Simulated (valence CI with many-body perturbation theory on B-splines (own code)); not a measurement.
## E1 transitions of F V

Method: valence CI with perturbative core correlation (CI+MBPT): three valence electrons over a frozen Dirac-Fock core [He], radial functions for each j: 11 s, 11 p, 10 d, 8 f, 5 g, 2 h, with the one-electron correlation potential Σ1 (screened to all orders), the two-electron term Σ2, the three-electron term Σ3, Breit, model QED; selected single and double excitations, second order for the rest, scaled by the run's own slope (own B-spline code, finite nucleus).

Against 37 measured levels this calculation errs by 112 cm⁻¹ on average and by 258 at most. These come from a selection out of Moore, Atomic Energy Levels, vol. I, NSRDS-NBS 35 (1971 reprint of NBS Circular 467, 1949), an old analysis. Levels without a partner in it may be off by more.

Lines 151 to 200 of 596 in falling wavelength, among levels below 859460 cm⁻¹, chosen from the strongest by gf and those to the six lowest levels. Wavelengths and rates use the calculated energies, so an error of 100 cm⁻¹ moves a line at 2569 Å by 0.26 % and its rate by three times that or more. Electric multipoles are in the length gauge, E1 and E2 with the static RPA response of the core. Weak lines are less certain than strong ones. Lines between different terms over intervals too small for the method are left out, as are lines whose strength nearly cancels. Where a level lies close to another of its J and parity, the split of strength between their lines is uncertain. The highest levels of a list are the least certain.

Names give the largest LS component (configuration and term), which can be under half, so a name can repeat, a term be missing and a line seem to break the LS rules; names also repeat where a configuration has a term twice. Letters in brackets count levels of one name in rising energy.

```
λ vac (Å)  λ from measured levels                 Upper                 Lower   A (s⁻¹)  S (a.u.)
     2731                              2s 2p 4d 2F°_7/2         2p2 3s 2D_5/2  1.20e+08  9.62e+00
     2721                               2s 2p 3p 4D_3/2      2s 2p 3s 4P°_3/2  6.96e+07  2.77e+00
     2713                               2s 2p 3p 4D_1/2      2s 2p 3s 4P°_1/2  1.11e+08  2.20e+00
     2707                               2s 2p 3p 4D_7/2      2s 2p 3s 4P°_5/2  1.37e+08  1.07e+01
     2705                          2s 2p 3d 2F°_7/2 [a]   2s 2p 3p 2D_5/2 [a]  1.57e+08  1.23e+01
     2703                          2s 2p 3d 2F°_5/2 [a]   2s 2p 3p 2D_3/2 [a]  1.47e+08  8.57e+00
     2703                               2s 2p 3p 4D_5/2      2s 2p 3s 4P°_3/2  9.80e+07  5.73e+00
     2702                               2s 2p 3p 4D_3/2      2s 2p 3s 4P°_1/2  5.82e+07  2.27e+00
     2701                                 2s2 3d 2D_5/2        2s2 3p 2P°_3/2  1.29e+08  7.55e+00
     2696                           2s 2p 3p 2D_5/2 [a]  2s 2p 3s 2P°_3/2 [a]  1.36e+08  7.87e+00
     2695                           2s 2p 3p 2D_3/2 [a]  2s 2p 3s 2P°_1/2 [a]  1.12e+08  4.33e+00
     2693                              2s 2p 3d 4P°_5/2       2s 2p 3p 4S_3/2  9.59e+07  5.54e+00
     2690                                 2s2 3d 2D_3/2        2s2 3p 2P°_1/2  1.09e+08  4.19e+00
     2678                              2s 2p 3d 4P°_3/2       2s 2p 3p 4S_3/2  9.27e+07  3.51e+00
     2668                              2s 2p 3d 4P°_1/2       2s 2p 3p 4S_3/2  9.11e+07  1.71e+00
     2659                                 2p2 3d 4F_9/2        2p2 3p 4D°_7/2  1.16e+08  1.08e+01
     2647                                 2p2 3d 4F_7/2        2p2 3p 4D°_5/2  1.03e+08  7.51e+00
     2638                                 2p2 3d 4F_5/2        2p2 3p 4D°_3/2  9.04e+07  4.91e+00
     2633                           2s 2p 4f 4F_3/2 [b]        2p2 3p 4D°_1/2  8.40e+07  3.03e+00
     2608                                2p2 3p 4P°_3/2         2p2 3s 4P_5/2  6.02e+07  2.11e+00
     2590                                2p2 3p 4P°_5/2         2p2 3s 4P_5/2  9.90e+07  5.09e+00
     2590                                2p2 3p 4P°_1/2         2p2 3s 4P_3/2  1.20e+08  2.06e+00
     2584                           2s 2p 3p 2D_3/2 [b]  2s 2p 3s 2P°_1/2 [b]  8.07e+07  2.75e+00
     2579                           2s 2p 3p 2D_5/2 [b]  2s 2p 3s 2P°_3/2 [b]  9.84e+07  5.00e+00
     2569                    2574      2s 2p 4d 2F°_5/2         2s2 5d 2D_3/2  4.98e+07  2.50e+00
     2563                                2p2 3p 4P°_5/2         2p2 3s 4P_3/2  4.01e+07  2.00e+00
     2562                                2p2 3p 4P°_3/2         2p2 3s 4P_1/2  6.00e+07  1.99e+00
     2549                    2555      2s 2p 4d 2F°_7/2         2s2 5d 2D_5/2  4.04e+07  2.64e+00
     2549                              2s 2p 3d 4D°_7/2       2s 2p 3p 4D_7/2  3.36e+07  2.20e+00
     2496                          2s 2p 3d 2F°_7/2 [b]         2s2 4d 2D_5/2  1.54e+08  9.46e+00
     2495                          2s 2p 3d 2F°_5/2 [b]         2s2 4d 2D_3/2  1.44e+08  6.63e+00
     2492                                 2s2 6d 2D_5/2        2s2 5p 2P°_3/2  1.59e+08  7.27e+00
     2489                                 2s2 6d 2D_3/2        2s2 5p 2P°_1/2  1.31e+08  4.00e+00
     2463                                2s2 3p 2P°_1/2         2s2 3s 2S_1/2  1.70e+08  2.50e+00
     2452                                2s2 3p 2P°_3/2         2s2 3s 2S_1/2  1.72e+08  5.01e+00
     2442                           2s 2p 3p 2P_3/2 [b]  2s 2p 3s 2P°_3/2 [b]  1.17e+08  3.38e+00
     2428                                 2p2 3d 4D_7/2        2p2 3p 4D°_7/2  4.11e+07  2.33e+00
     2325                          2s 2p 3d 2D°_5/2 [a]   2s 2p 3p 2P_3/2 [a]  1.59e+08  5.90e+00
     2318                          2s 2p 3d 2D°_3/2 [a]   2s 2p 3p 2P_1/2 [a]  1.33e+08  3.27e+00
     2309                                 2p2 3d 2P_3/2        2p2 3p 2S°_1/2  1.10e+08  2.68e+00
     2281                            2p2 3p 2D°_5/2 [b]         2p2 3s 2D_5/2  1.87e+08  6.57e+00
     2277                               2s 2p 3p 4S_3/2      2s 2p 3s 4P°_5/2  1.02e+08  2.37e+00
     2275                            2p2 3p 2D°_3/2 [b]         2p2 3s 2D_3/2  1.78e+08  4.14e+00
     2270                    2264      2s 2p 4d 2D°_5/2         2p2 3s 2P_3/2  7.08e+07  2.45e+00
     2253                               2s 2p 3p 4S_3/2      2s 2p 3s 4P°_3/2  8.05e+07  1.82e+00
     2250                    2245      2s 2p 4d 2D°_3/2         2p2 3s 2P_1/2  6.90e+07  1.55e+00
     2229                                2s2 6p 2P°_3/2         2s2 5s 2S_1/2  7.12e+07  1.56e+00
     2061                           2s 2p 3p 2S_1/2 [a]  2s 2p 3s 2P°_3/2 [a]  2.33e+08  2.01e+00
     2017                          2s 2p 3d 2P°_3/2 [b]         2s2 4d 2D_5/2  7.58e+07  1.23e+00
     2015                               2s 2p 3p 4P_3/2      2s 2p 3s 4P°_5/2  1.77e+08  2.85e+00
```
